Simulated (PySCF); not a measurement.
CH₄AlIO₂. Atoms are numbered in the order given.

```xyz
9

Al    -0.6719     1.0338     0.0000
I      0.1897    -1.2793     0.0000
O     -2.3484     1.2639     0.0000
H     -2.7773     2.1252     0.0000
O      0.3902     2.3457     0.0000
C      1.7725     2.5711     0.0000
H      2.3559     1.6314     0.0000
H      2.0667     3.1529    -0.8915
H      2.0667     3.1529     0.8915
```

Geometry optimised at B3LYP-D3(BJ)/def2-SVP. The structure was generated by enumeration; whether it is a known compound was not checked. The def2 effective core potentials stand for the cores of I; spin–orbit coupling is left out. The values are those of a single conformer.

These are PBE0/def2-TZVP (PySCF) values and carry that method's errors.

ESP charges are fitted to the potential on shells at 1.4 to 2.0 van der Waals radii. Atomic charges (e):

```tsv
atom	ESP fit	Mulliken
Al1	0.90	0.60
I2	-0.20	-0.23
O3	-0.80	-0.54
H4	0.44	0.33
O5	-0.47	-0.32
C6	-0.10	-0.21
H7	0.03	0.12
H8	0.10	0.12
H9	0.10	0.12
```
